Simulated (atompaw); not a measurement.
## u(r) = r·R(r): atom against pseudo-atom (iodine)

Columns: radius, all-electron u(r) and pseudo u(r) of the 5s shell (level -17.45 eV) of iodine in the configuration [Ar] 3d10 4s2 4p6 4d10 5s2 5p5; PBEsol, scalar-relativistic, PAW (atompaw) scheme, atompaw 4.2.0.5.

```json
{"r (bohr)": "0.058", "all-electron": "-0.1502", "pseudo": "-0.0161"}
{"r (bohr)": "0.115", "all-electron": "-0.0901", "pseudo": "-0.0307"}
{"r (bohr)": "0.173", "all-electron": "0.1711", "pseudo": "-0.0431"}
{"r (bohr)": "0.231", "all-electron": "0.2792", "pseudo": "-0.0521"}
{"r (bohr)": "0.288", "all-electron": "0.2089", "pseudo": "-0.0564"}
{"r (bohr)": "0.346", "all-electron": "0.0404", "pseudo": "-0.0555"}
{"r (bohr)": "0.404", "all-electron": "-0.1446", "pseudo": "-0.0486"}
{"r (bohr)": "0.462", "all-electron": "-0.2952", "pseudo": "-0.0351"}
{"r (bohr)": "0.519", "all-electron": "-0.3879", "pseudo": "-0.0151"}
{"r (bohr)": "0.577", "all-electron": "-0.4227", "pseudo": "0.0122"}
{"r (bohr)": "0.635", "all-electron": "-0.4044", "pseudo": "0.0462"}
{"r (bohr)": "0.692", "all-electron": "-0.3457", "pseudo": "0.0860"}
{"r (bohr)": "0.750", "all-electron": "-0.2568", "pseudo": "0.1323"}
{"r (bohr)": "0.808", "all-electron": "-0.1495", "pseudo": "0.1837"}
{"r (bohr)": "0.865", "all-electron": "-0.0352", "pseudo": "0.2383"}
{"r (bohr)": "0.923", "all-electron": "0.0829", "pseudo": "0.2970"}
{"r (bohr)": "0.981", "all-electron": "0.1976", "pseudo": "0.3577"}
{"r (bohr)": "1.038", "all-electron": "0.3036", "pseudo": "0.4181"}
{"r (bohr)": "1.096", "all-electron": "0.4022", "pseudo": "0.4790"}
{"r (bohr)": "1.154", "all-electron": "0.4900", "pseudo": "0.5381"}
{"r (bohr)": "1.212", "all-electron": "0.5668", "pseudo": "0.5942"}
{"r (bohr)": "1.269", "all-electron": "0.6312", "pseudo": "0.6451"}
{"r (bohr)": "1.327", "all-electron": "0.6861", "pseudo": "0.6918"}
{"r (bohr)": "1.385", "all-electron": "0.7306", "pseudo": "0.7323"}
{"r (bohr)": "1.442", "all-electron": "0.7651", "pseudo": "0.7654"}
{"r (bohr)": "1.500", "all-electron": "0.7916", "pseudo": "0.7916"}
```

Problem. How many radial nodes do the two functions have?

Solution. The all-electron 5s function has n − l − 1 = 4 (the table is too coarse to show those close to the nucleus); the pseudo-wave has 1, since 1 lower shell of the same l stays in the valence.

Problem. Is the pseudo-wave norm-conserving?

Solution. No, it belongs to a PAW set: the norm inside the radius is not constrained, and the difference is carried by the augmentation charge.
